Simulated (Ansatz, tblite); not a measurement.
Adding an electron: Cu3H3⁺. Charge 1, multiplicity 2. Geometry: r2SCAN-D4/def2-SVP. Ansatz, gas phase; energy differences of separate SCF runs; the reduced species is a singlet (the triplet lies 3.21 eV higher at PBE0-D4/def2-TZVP).

Cartesian coordinates in Å:
```
Cu 0.6335 -0.0754 -1.0824
Cu -1.2881 0.6830 0.0437
Cu 0.5474 -0.5939 1.1902
H -0.6670 0.7429 -1.5414
H 1.6368 -0.8617 -0.0962
H -0.8627 0.1051 1.4862
```

The xTB rows come from tblite. No other spin state of charge 1 was run. The structure comes from a short search, and lower isomers may exist.

```json
{"level": "PBE-D4/def2-TZVP", "−HOMO (eV)": "11.46", "−LUMO (eV)": "11.00", "vertical EA (eV)": "7.97", "HOMO–LUMO gap (eV)": "0.46"}
{"level": "r2SCAN-D4/def2-TZVP", "−HOMO (eV)": "11.59", "−LUMO (eV)": "10.83", "vertical EA (eV)": "7.87", "HOMO–LUMO gap (eV)": "0.76"}
{"level": "PBE0-D4/def2-TZVP", "−HOMO (eV)": "12.80", "−LUMO (eV)": "10.13", "vertical EA (eV)": "8.16", "HOMO–LUMO gap (eV)": "2.67"}
```

Q: Estimate the rows for GFN1-xTB, GFN2-xTB.

A: 
| level | −HOMO (eV) | −LUMO (eV) | vertical EA (eV) | HOMO–LUMO gap (eV) |
| --- | --- | --- | --- | --- |
| GFN1-xTB | – | – | 13.84 | – |
| GFN2-xTB | – | – | 12.83 | – |

  HOMO and LUMO are the levels of the spin that leaves or enters (xTB has no such levels and no spin-polarisation term). Other spin states of the ions may lie lower, which would lower the ionisation energy or raise the affinity. Raw xTB energy differences between charge states are shifted by several eV; the methods need an empirical correction for them.
